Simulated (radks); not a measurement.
Spin polarisation of the 2p3 shell in N. Start: [He] 2s2 2p(up 1.5, down 1.5); electrons of 2p are moved from spin down to spin up, other shells keep equal spins. Calculated with a radial shooting solver on a logarithmic mesh with Libxc functionals: scalar-relativistic Kohn-Sham, PBE, spin-polarised, spherical densities, point nucleus.

moment (Bohr magnetons) = 0: E - E(0) (eV) 0.000; e(2p up) (eV) -7.090; e(2p down) (eV) -7.090; 2s down minus up (eV) 0.000
moment (Bohr magnetons) = 0.75: E - E(0) (eV) -0.195; e(2p up) (eV) -7.559; e(2p down) (eV) -6.520; 2s down minus up (eV) 1.127
moment (Bohr magnetons) = 1.5: E - E(0) (eV) -0.780; e(2p up) (eV) -7.926; e(2p down) (eV) -5.844; 2s down minus up (eV) 2.264
moment (Bohr magnetons) = 2.25: E - E(0) (eV) -1.756; e(2p up) (eV) -8.179; e(2p down) (eV) -5.055; 2s down minus up (eV) 3.413
moment (Bohr magnetons) = 3: E - E(0) (eV) -3.122; e(2p up) (eV) -8.299; e(2p down) (eV) -4.129; 2s down minus up (eV) 4.573

At moment 3 the spin-polarisation energy is -3.122 eV and the 2p exchange splitting 4.169 eV, that is 1.390 eV per Bohr magneton; E = -I m^2/4 would give I = 1.388 eV.
